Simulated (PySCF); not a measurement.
Job file and geometry (Å, from GFN2-xTB) of a spin–spin coupling run on `Cc1cco[c]1[GaH][Br]`, C5H6BrGaO, B3LYP/pcJ-1 Br:pcSseg-1 Ga:pcSseg-1 indirect spin-spin coupling, non-relativistic, gas phase (PySCF 2.14.0, density-fitted response routines); density fitting, a coarse starting grid and PySCF grid level 2 are the driver's defaults:

```
$ OMP_NUM_THREADS=1 python probes_run.py task.json out

{"job": {"kind": "j", "xc": "B3LYP", "basis": "pcJ-1"}, "charge": 0, "multiplicity": 1}
C     -0.151400     1.962302    -0.219632
C     -0.472344     0.511944    -0.130408
C     -1.737721    -0.114346    -0.269243
C     -1.529654    -1.450044    -0.106261
O     -0.237141    -1.701210     0.122654
C      0.421155    -0.502004     0.108141
Ga     2.327017    -0.894020     0.464517
Br     2.984817    -3.053077     0.726257
H     -0.512596     2.377673    -1.159391
H     -0.625665     2.509790     0.594546
H      0.929072     2.103218    -0.157726
H     -2.671259     0.374095    -0.464519
H     -2.200048    -2.287856    -0.131381
H      3.475088     0.163062     0.600279
```

Problem. What does the program print?

Solution. 
```
coarse grid: 60664 points
cycle   1  E = -4767.8790865596  dE = -4.929e-01  |g| = 1.363e+00  |ddm| = 3.794e+00
cycle   2  E = -4767.7393859740  dE =  1.397e-01  |g| = 1.547e+00  |ddm| = 1.686e+00
cycle   3  E = -4768.0214510931  dE = -2.821e-01  |g| = 2.731e-01  |ddm| = 1.201e+00
cycle   4  E = -4768.0309023203  dE = -9.451e-03  |g| = 8.565e-02  |ddm| = 2.116e-01
cycle   5  E = -4768.0317524902  dE = -8.502e-04  |g| = 3.845e-02  |ddm| = 7.801e-02
cycle   6  E = -4768.0320268690  dE = -2.744e-04  |g| = 8.674e-03  |ddm| = 3.234e-02
cycle   7  E = -4768.0320430805  dE = -1.621e-05  |g| = 2.030e-03  |ddm| = 8.956e-03
cycle   8  E = -4768.0320438583  dE = -7.779e-07  |g| = 9.103e-04  |ddm| = 2.175e-03
final grid: 125848 points
cycle   9  E = -4768.0320386512  dE =  4.413e-07  |g| = 1.664e-03  |ddm| = 2.632e-03
cycle  10  E = -4768.0320367543  dE =  1.897e-06  |g| = 3.205e-03  |ddm| = 4.183e-03
cycle  11  E = -4768.0320393241  dE = -2.570e-06  |g| = 2.829e-04  |ddm| = 2.827e-03
cycle  12  E = -4768.0320393396  dE = -1.552e-08  |g| = 3.701e-05  |ddm| = 2.197e-04
cycle  13  E = -4768.0320393399  dE = -2.510e-10  |g| = 7.672e-06  |ddm| = 3.287e-05
converged SCF energy = -4768.0320393399

Indirect spin-spin couplings (Hz)
  i      j    bonds     total        FC       PSO       DSO        SD
  0 C    1 C    1     50.380    51.113    -0.993     0.261         -
  0 C    2 C    2      3.618     3.856    -0.232    -0.006         -
  0 C    3 C    3      3.455     3.429     0.099    -0.073         -
  0 C    4 O    3     -0.815    -1.135     0.283     0.038         -
  0 C    5 C    2      9.271     9.415    -0.196     0.053         -
  0 C    8 H    1    134.550   132.696     1.161     0.693         -
  0 C    9 H    1    134.012   132.146     1.170     0.695         -
  0 C   10 H    1    133.500   131.623     1.124     0.753         -
  0 C   11 H    3      2.047     2.046     0.042    -0.042         -
  0 C   13 H    4      0.156     0.138    -0.036     0.053         -
  1 C    2 C    1     54.758    59.847    -5.396     0.307         -
  1 C    3 C    2      3.327     3.480    -0.197     0.045         -
  1 C    4 O    2      2.827     1.164     1.682    -0.019         -
  1 C    5 C    1     64.323    71.597    -7.672     0.399         -
  1 C    8 H    2     -6.713    -6.761     0.008     0.040         -
  1 C    9 H    2     -6.982    -7.070     0.042     0.046         -
  1 C   10 H    2     -5.599    -5.475    -0.218     0.094         -
  1 C   11 H    2      4.218     5.026    -0.566    -0.243         -
  1 C   12 H    3      6.225     6.420     0.317    -0.512         -
  1 C   13 H    3      0.920     1.106     0.011    -0.197         -
  2 C    3 C    1     75.548    83.055    -7.788     0.280         -
  2 C    4 O    2      0.636    -0.782     1.418     0.000         -
  2 C    5 C    2      3.515     3.408     0.034     0.073         -
  2 C    8 H    3      2.634     2.728    -0.133     0.038         -
  2 C    9 H    3      1.996     2.076    -0.074    -0.006         -
  2 C   10 H    3      8.630     8.639     0.352    -0.361         -
  2 C   11 H    1    179.089   177.767     0.346     0.976         -
  2 C   12 H    2     13.817    14.772    -0.491    -0.464         -
  2 C   13 H    4      1.287     1.469     0.177    -0.359         -
  3 C    4 O    1     29.628    21.208     8.577    -0.156         -
  3 C    5 C    2     -0.521     0.271    -0.829     0.037         -
  3 C    8 H    4     -1.106    -1.098     0.230    -0.237         -
  3 C    9 H    4     -1.295    -1.279     0.223    -0.239         -
  3 C   11 H    2     11.980    13.238    -0.910    -0.349         -
  3 C   12 H    1    206.811   205.999    -0.267     1.080         -
  3 C   13 H    4      2.479     2.715     0.279    -0.515         -
  4 O    5 C    1     37.214    30.612     6.813    -0.211         -
  4 O    8 H    4     -0.475    -0.515    -0.111     0.151         -
  4 O    9 H    4     -0.582    -0.616    -0.111     0.145         -
  4 O   10 H    4      0.361     0.213     0.022     0.126         -
  4 O   11 H    3     -3.857    -4.120    -0.037     0.300         -
  4 O   12 H    2    -19.269   -20.380     1.002     0.110         -
  4 O   13 H    3     -9.900   -10.230    -0.092     0.423         -
  5 C    8 H    3      7.007     6.928     0.209    -0.130         -
  5 C    9 H    3      5.670     5.612     0.138    -0.080         -
  5 C   10 H    3      7.283     7.348    -0.515     0.450         -
  5 C   11 H    3      7.484     7.471     0.432    -0.420         -
  5 C   12 H    3      5.517     5.639     0.404    -0.526         -
  5 C   13 H    2     57.522    58.392    -0.196    -0.674         -
  8 H    9 H    2    -17.392   -17.661     2.756    -2.487         -
  8 H   10 H    2    -13.354   -13.668     2.718    -2.405         -
  8 H   11 H    4     -0.579    -0.623    -0.342     0.385         -
  8 H   12 H    5      0.476     0.493     1.102    -1.119         -
  8 H   13 H    5     -0.384    -0.405     0.407    -0.386         -
  9 H   10 H    2    -13.993   -14.326     2.701    -2.368         -
  9 H   11 H    4     -0.680    -0.711    -0.100     0.131         -
  9 H   12 H    5      0.495     0.516     1.117    -1.137         -
  9 H   13 H    5     -0.465    -0.525     0.268    -0.209         -
 10 H   11 H    4     -0.264    -0.320     1.562    -1.506         -
 10 H   12 H    5      0.725     0.779     1.356    -1.410         -
 10 H   13 H    5      0.947     0.274    -1.063     1.736         -
 11 H   12 H    3      2.181     2.310     0.949    -1.078         -
 11 H   13 H    5     -0.324     0.102     0.791    -1.217         -
```

Size and cost of the density-fitted run: 304 basis functions, 3.2 min wall time on 1 thread of an Arm Neoverse N1, shared host; peak memory 1.5 GiB.
